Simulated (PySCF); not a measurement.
C2H6GeO2. Atoms are numbered in the order given.

```xyz
11

Ge    -0.0335     1.3008     0.0000
O     -0.7507    -0.4016     0.0000
C      0.1510    -1.3893     0.0000
C     -0.4803    -2.7586     0.0000
O      1.3443    -1.1747     0.0000
H      0.7837     1.4970    -1.2832
H     -1.3165     2.1467     0.0000
H      0.7837     1.4970     1.2832
H      0.2981    -3.5305     0.0000
H     -1.1254    -2.8682    -0.8852
H     -1.1254    -2.8682     0.8852
```
Charge 0, spin multiplicity 1.

Geometry optimised at B3LYP-D3(BJ)/def2-SVP.

Level of theory: PySCF with PBE/def2-TZVP.

Atomic charges (e):

```json
[
 {"atom": "Ge1", "IAO": "0.64", "Mulliken": "(withheld)"},
 {"atom": "O2", "IAO": "-0.52", "Mulliken": "(withheld)"},
 {"atom": "C3", "IAO": "0.50", "Mulliken": "0.27"},
 {"atom": "C4", "IAO": "-0.48", "Mulliken": "-0.35"},
 {"atom": "O5", "IAO": "-0.45", "Mulliken": "(withheld)"},
 {"atom": "H6", "IAO": "-0.07", "Mulliken": "0.02"},
 {"atom": "H7", "IAO": "-0.08", "Mulliken": "0.00"},
 {"atom": "H8", "IAO": "-0.07", "Mulliken": "0.02"},
 {"atom": "H9", "IAO": "0.17", "Mulliken": "0.14"},
 {"atom": "H10", "IAO": "0.17", "Mulliken": "0.13"},
 {"atom": "H11", "IAO": "0.17", "Mulliken": "0.13"}
]
```

Problem. Complete the blanks. (Estimate from the structure and the level; the computed values follow.)

Solution. 
- Ge1, Mulliken: 0.25
- O2, Mulliken: -0.31
- O5, Mulliken: -0.30
